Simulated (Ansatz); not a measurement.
Results of the Gaussian-basis code of Ansatz.

A structure relaxed at PBE0-D4/def2-TZVP, charge 0, multiplicity 2:

Cartesian coordinates in Å:
```
C -0.599 0.773 -0.016
C -0.221 -0.538 -0.664
In 1.856 -1.158 0.004
Cl 2.115 -0.542 2.306
H 0.025 1.599 -0.363
H -1.637 1.032 -0.257
H -0.515 0.731 1.072
H -0.827 -1.383 -0.329
H -0.197 -0.513 -1.753
```

(1) Give its formula and SMILES.

(2) Summarise the bond lengths by kind.

## Answers

(1) C2H5ClIn, `C[CH2][In][Cl]`.

(2) 1 × C–C 1.510 Å; 5 × C–H 1.089 to 1.097 Å; 1 × C–In 2.268 Å; 1 × Cl–In 2.398 Å.
